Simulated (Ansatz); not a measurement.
Bond stretch in BrBe (cation, charge +1), lowest singlet found (which spin is the ground state isn't settled by this scan).

RHF/cc-pVDZ (Ansatz, a quantum-chemistry and plane-wave program); RMP2 = MP2 on RHF/cc-pVDZ, cores with 3d frozen in Ansatz; RCCSD = Ansatz with CCSD on RHF/cc-pVDZ, cores with 3d frozen; RCCSD(T) = CCSD(T) on RHF/cc-pVDZ, cores with 3d frozen run with Ansatz; UHF/cc-pVDZ (Ansatz); RCCSDT = Ansatz with CCSDT on RHF/cc-pVDZ, cores with 3d frozen; RCCSDT(Q) = CCSDT(Q) on RHF/cc-pVDZ, cores with 3d frozen (Ansatz); RKS-CAM-B3LYP = restricted CAM-B3LYP/cc-pVDZ run with Ansatz; UKS-CAM-B3LYP = unrestricted CAM-B3LYP/cc-pVDZ in Ansatz; RKS-B3LYP = restricted B3LYP/cc-pVDZ (Ansatz); UKS-B3LYP = unrestricted B3LYP/cc-pVDZ (Ansatz); RKS-PBE = restricted PBE/cc-pVDZ in Ansatz; UKS-PBE = unrestricted PBE/cc-pVDZ run with Ansatz; FCI = full CI/cc-pVDZ, cores with 3d frozen run with Ansatz.

All curves are set to zero at 1.89 Å and compared with full CI in the same basis at 1.89, 1.98, 2.05, 2.13, 2.18, 2.23, 2.33, 2.43, 2.56, 2.73, 2.90 Å.

Q: Order the methods by the spread of their error (largest minus smallest) over these points.

A: RCCSDT(Q) has the smallest spread and UHF the largest. In order (eV): RCCSDT(Q) 0.0040, RCCSDT 0.0114, RCCSD(T) 0.0225, UKS-PBE 0.0433, RCCSD 0.0717, UKS-B3LYP 0.0787, RKS-PBE 0.1015, RKS-B3LYP 0.1679, UKS-CAM-B3LYP 0.2717, RMP2 0.3619, RKS-CAM-B3LYP 0.4011, RHF 0.4996, UHF 1.0321.

Errors against full CI at some of the points (eV):

```tsv
method	2.33 Å	2.90 Å
RCCSDT(Q)	-0.004	-0.001
RCCSDT	0.004	0.011
RCCSD(T)	0.011	0.021
UKS-PBE	0.001	-0.033
RCCSD	0.031	0.072
UKS-B3LYP	0.047	0.027
RKS-PBE	0.001	0.102
RKS-B3LYP	0.047	0.168
UKS-CAM-B3LYP	0.142	0.122
RMP2	0.086	0.362
RKS-CAM-B3LYP	0.142	0.401
RHF	0.141	0.500
UHF	0.141	-0.861
```

The scan ran from 1.55 to 7.40 Å; beyond the distances shown full CI changes its symmetry label. The restricted form behind RHF, RMP2, RKS-CAM-B3LYP, RKS-B3LYP, RKS-PBE keeps the bonding electrons paired and can't separate into open-shell fragments. The unrestricted determinant behind UHF is spin-contaminated at 2.43 to 2.90 Å (<S²> up to 1.0, against 0.00 for a pure singlet). The unrestricted solution behind UKS-CAM-B3LYP, UKS-B3LYP changes between 2.73 and 2.90 Å, which can leave a kink. The unrestricted determinant behind UKS-CAM-B3LYP is spin-contaminated at 2.73 to 2.90 Å (<S²> up to 1.0, against 0.00 for a pure singlet). The unrestricted determinant behind UKS-B3LYP is spin-contaminated at 2.73 to 2.90 Å (<S²> up to 0.7, against 0.00 for a pure singlet). The unrestricted determinant behind UKS-PBE is spin-contaminated at 2.56 to 2.90 Å (<S²> up to 0.6, against 0.00 for a pure singlet).
